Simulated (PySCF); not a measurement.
# Electronic structure of Mn(2+) (manganese, charge +2) at the UHF level

Configuration: [Ar] 3d5, high-spin 6S determinant. Calculation: PySCF 2.14, in cc-pVTZ; the non-relativistic Hamiltonian (point nucleus).

| Property | Result |
| --- | --- |
| Total energy | -1149.109231 hartree |
| One-electron energy | -1569.5095 hartree |
| Hartree (Coulomb) energy | 471.1356 hartree |
| Exchange energy | -50.7353 hartree |
| Kinetic energy | 1149.12697 hartree |
| ⟨S²⟩ | 8.7507 |
| ⟨L²⟩ | 0.000 |
| Sum of ⟨r⟩ | 14.87 bohr |
| Sum of ⟨r²⟩ | 15.87 bohr² |
| Density at the nucleus (Gaussians lack the cusp) | 10500 bohr⁻³ |
| Spin density at the nucleus | -0.187 bohr⁻³ |
| Langevin diamagnetic susceptibility | -12.6 ×10⁻⁶ cm³/mol |
| Time after the integrals | 0.22 s of wall time on 1 thread of Intel(R) Xeon(R) 6975P-C (shared host) |

```tsv
shell	electrons	mean orbital energy (hartree)	rms radius, mean of both spins (bohr)
1s α	1	-241.18675	0.0713
1s β	1	-241.18480	0.0713
2s α	1	-29.81772	0.305
2s β	1	-29.68148	0.305
2p α	3	-25.52399	0.274
2p β	3	-25.38909	0.274
3s α	1	-4.66194	0.925
3s β	1	-4.24716	0.925
3p α	3	-3.37701	0.989
3p β	3	-2.87242	0.989
3d α	5	-1.28831	1.24
```
